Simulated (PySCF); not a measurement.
**Gas-phase thermal properties of Li2Cl2**

Method: PySCF energies (xtb for GFN2) plus ideal-gas RRHO corrections (1 bar). The comparison is the NASA 1993 polynomial table, which mixes measured and estimated data. 6-31G* has spherical d functions here. All species are closed-shell singlets. B3LYP is the form with VWN-RPA correlation. The harmonic model lacks anharmonicity and excited electronic states, which grow with temperature; levels with a mode under 35 cm⁻¹ are left out. The table's entry may be an old estimate for Li2Cl2 (not checked at source).

```csv
level,point group,σ,ZPE (kJ/mol),S°298 (J/mol/K),Cp298 (J/mol/K),S°1000 (J/mol/K),H1000 − H298 (kJ/mol)
table,-,-,-,288.8,72.3,384.0,55.9
B3LYP/6-31G*,D2h,4,12.9,292.6,71.7,387.5,55.7
GFN2-xTB,D2h,4,11.7,296.4,73.3,392.2,56.1
HF/6-31G*,D2h,4,12.9,292.8,71.8,387.7,55.7
PBE/def2-SVP,D2h,4,13.4,290.8,71.0,385.3,55.5
PBE0/def2-TZVP,D2h,4,13.4,290.7,71.1,385.2,55.5
```
σ: rotational symmetry number. Electronic degeneracy used: 1. Frequencies are unscaled.
